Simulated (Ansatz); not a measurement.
Ga9P9H24, a nanocrystal cut from wurtzite GaP (hydrogen-capped), relaxed as a singlet with RKS r2SCAN-D4/def2-SVP in Ansatz, starting from the GFN2-xTB geometry. Force threshold 0.03 eV/Å.

Single mean-field runs in def2-SVP are fitted with def2-universal-jkfit.

Start:

```xyz
42

Ga    2.4622    3.9042    1.5537
P     3.4590    1.7992    2.3702
P     0.6452    2.9120    0.3060
Ga    1.3833    1.6034   -1.5891
Ga    2.5352   -0.3896    1.8277
P     2.3863   -0.4269   -0.5836
P    -0.5133    0.7843   -2.8468
Ga    0.1206   -0.4102   -4.8475
Ga    1.3859   -2.5034   -1.3074
P     1.2221   -2.3152   -3.7305
Ga   -0.9673    1.7760    1.7060
P     0.2094   -0.2667    2.4672
P    -2.8173    0.9537    0.3843
Ga   -2.1442   -0.3945   -1.5071
Ga   -0.9040   -2.3361    1.9063
P    -0.8814   -2.2760   -0.5072
Ga   -4.5584   -0.0692    1.7082
P    -3.2354   -1.9866    2.5242
H     3.4957    4.5374    0.5820
H     1.9106    4.6487    2.8004
H     4.8093    1.7198    2.0663
H     3.6247    1.8065    3.7463
H    -0.0834    3.9462   -0.2679
H     2.4926    2.2875   -2.4597
H     3.3286   -1.5837    2.4552
H     3.7014   -0.4739   -1.0336
H    -1.1754    1.9420   -3.2384
H     1.2333    0.3645   -5.6053
H    -1.1401   -0.9752   -5.5563
H     2.1279   -3.7912   -0.8191
H     2.5069   -2.5187   -4.2094
H     0.7175   -3.5308   -4.1646
H    -1.3890    2.5726    2.9889
H     0.2127   -0.2184    3.8577
H    -3.3480    2.1001   -0.1964
H    -3.3316   -1.0109   -2.3223
H    -0.2666   -3.6180    2.5376
H    -1.5289   -3.4380   -0.9117
H    -4.8766    0.8111    2.9472
H    -5.6615   -0.6531    0.7856
H    -3.2764   -2.0909    3.9052
H    -3.8720   -3.1921    2.2775
```

Estimate the energy that the relaxation releases and the steps that it takes.

0.40 eV, in 4 steps; 40 s on 5 threads of AMD EPYC 7R13 on a shared host and a share (37 GiB) of an NVIDIA H100 80GB HBM3. No frequencies were taken in this run, so the end may be a saddle point.

Does the start keep its bonding and symmetry?

By distances, no bond broke or formed. The bond that changes most is Ga4–P6, from 2.48 to 2.41 Å (atoms count from 1). Point group C3v at the start, C3v at the end, both within 0.05 Å.

Predict the relaxed structure.


```xyz
42

Ga    2.4151    3.8349    1.5239
P     3.3948    1.7370    2.3268
P     0.6157    2.8388    0.2906
Ga    1.3752    1.5855   -1.5718
Ga    2.4758   -0.4045    1.7861
P     2.3247   -0.3960   -0.5832
P    -0.5029    0.7755   -2.7688
Ga    0.1195   -0.4025   -4.7627
Ga    1.3622   -2.4584   -1.2590
P     1.2101   -2.2884   -3.6402
Ga   -0.9553    1.7564    1.6964
P     0.1911   -0.2390    2.4099
P    -2.7394    0.9396    0.3675
Ga   -2.1206   -0.3938   -1.4913
Ga   -0.8637   -2.2947    1.8638
P    -0.8764   -2.2081   -0.5088
Ga   -4.4763   -0.0668    1.6794
P    -3.1516   -1.9666    2.4806
H     3.4726    4.4420    0.5460
H     1.8659    4.5533    2.7988
H     4.7729    1.6687    1.9895
H     3.5336    1.7599    3.7402
H    -0.1076    3.9223   -0.2819
H     2.4343    2.3198   -2.4544
H     3.2555   -1.6061    2.4050
H     3.6725   -0.4598   -1.0330
H    -1.1777    1.9491   -3.2070
H     1.2644    0.3582   -5.5069
H    -1.1460   -1.0044   -5.4550
H     2.0992   -3.7394   -0.7582
H     2.5309   -2.4651   -4.1317
H     0.6617   -3.5200   -4.0874
H    -1.4054    2.6014    2.9307
H     0.2047   -0.2046    3.8317
H    -3.3156    2.1060   -0.2088
H    -3.3251   -0.9413   -2.3217
H    -0.2134   -3.5695    2.4859
H    -1.5302   -3.4051   -0.9122
H    -4.7714    0.8000    2.9461
H    -5.5698   -0.6844    0.7488
H    -3.1898   -2.0388    3.8986
H    -3.8142   -3.1909    2.1982
```
Bond lengths (bridged metal pairs left out): 24 × Ga–P 2.37 to 2.45 Å; 12 × Ga–H 1.56 Å; 12 × H–P 1.42 Å.
